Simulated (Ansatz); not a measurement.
CH₆O₂Si₂, SMILES [SiH2](O)C([SiH3])=O. Atoms are numbered in the order given.

```xyz
11

O     -1.5762     0.0625     0.0000
C     -0.3787     0.3215     0.0000
Si     0.2378     2.1633     0.0000
Si     0.7577    -1.2669     0.0000
O     -0.3732    -2.4822     0.0000
H      1.0879     2.3597     1.2110
H     -0.9165     3.1008     0.0000
H      1.0879     2.3597    -1.2110
H      1.6226    -1.2792     1.2130
H      1.6226    -1.2792    -1.2130
H     -1.2627    -2.0834     0.0000
```

Geometry: B3LYP-D3(BJ)/def2-SVP. This is a generated structure with no PubChem entry under its InChIKey; it may be hypothetical. The values are those of a single conformer.

Two levels are set side by side: PBE-D3(BJ)/def2-SVP (Ansatz, a program for electronic structure) and B3LYP-D3(BJ)/def2-SVP (Ansatz). Each level has its own optimised geometry; the coordinates shown are those of the second. Differences are taken from unrounded values.

| quantity | B3LYP-D3(BJ) | PBE-D3(BJ) | PBE-D3(BJ) minus B3LYP-D3(BJ) |
|---|---|---|---|
| mean bond length (Å) | 1.521 | 1.533 | 0.012 |
| bond O1–C2 (Å) | 1.225 | 1.234 | 0.009 |
| bond C2–Si3 (Å) | 1.942 | 1.949 | 0.007 |
| bond C2–Si4 (Å) | 1.953 | 1.965 | 0.012 |
| bond Si4–O5 (Å) | 1.660 | 1.673 | 0.012 |
| bond Si3–H6 (Å) | 1.493 | 1.506 | 0.013 |
| bond Si3–H7 (Å) | 1.487 | 1.500 | 0.013 |
| bond Si3–H8 (Å) | 1.493 | 1.506 | 0.013 |
| bond Si4–H9 (Å) | 1.490 | 1.504 | 0.014 |
| bond Si4–H10 (Å) | 1.490 | 1.504 | 0.014 |
| bond O5–H11 (Å) | 0.975 | 0.988 | 0.013 |

GGA bonds tend to be longer and softer than those of functionals with exact exchange. Differences between two approximate levels are no errors against the true value.
